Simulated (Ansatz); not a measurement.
`C[CH2][Zn][Cl]` + `CNC` → `C[N](C)[Zn][Cl]` + `CC` at 400 K and 1 bar (ligand exchange at a Zn–C bond).

Calculated with Ansatz (gas phase, PBE0-D4/def2-TZVP geometries, no zero-point term in ΔE). CCSD(T)/CBS is the MP2 limit (def2-TZVPP, def2-QZVPP) plus CCSD(T) − MP2 in def2-TZVPP, frozen cores. This one scheme is used for every species. For Zn outer-core shells are correlated without core-valence functions, which leaves a few kJ/mol of doubt a bond. Scalar relativity is left out up to krypton. One conformer a species, not always the lowest.

```csv
species,CCSD(T)/CBS energy (Eh),H − E (kJ/mol),S (J/(mol·K))
`C[CH2][Zn][Cl]`,-2317.32947,201.3,362.7
`CNC`,-135.00321,264.6,293.2
`C[N](C)[Zn][Cl]`,-2372.62212,250.6,400.9
`CC`,-79.71954,213.5,244.3
```

H − E and S are ideal-gas, rigid-rotor, harmonic terms from PBE0-D4/def2-TZVP, for one conformer and one mirror image of each species. 1 Eh = 2625.50 kJ/mol, R = 8.31446 J/(mol·K).

Problem. By hand: ΔE, ΔH, ΔS and ΔG.

Solution. ΔE = (-2372.62212) + (-79.71954) − (-2317.32947) − (-135.00321) = -0.00898 Eh = -23.6 kJ/mol. Δ(H − E) = 250.6 + 213.5 − 201.3 − 264.6 = -1.8, so ΔH = -25.4 kJ/mol. ΔS = 400.9 + 244.3 − 362.7 − 293.2 = -10.7 J/(mol·K). ΔG = -25.4 − 400 × (-10.7)/1000 = -21.1 kJ/mol.

Problem. By hand: the equilibrium constant, and the temperature at which ΔG would vanish if ΔH and ΔS stayed fixed.

Solution. log₁₀ K = −ΔG/(RT ln 10) = 2.8. ΔG = 0 at ΔH/ΔS = 2374 K, though so small a ΔS makes that figure unsure.

The number of gas molecules stays the same, so ΔS is small and ΔH decides. A doubt of 5 kJ/mol in ΔE shifts log₁₀ K by 0.7 here. Other conformers and mirror images would add mixing entropy, several J/(mol·K) or more a flexible species. Modes under 60 cm⁻¹, often nearly free rotors, make the harmonic entropy too high. These are equilibria of isolated gas molecules and say nothing of rates. Largest T1 diagnostic: 0.014 (customary marks: 0.02 for closed shells, 0.045 for open ones).
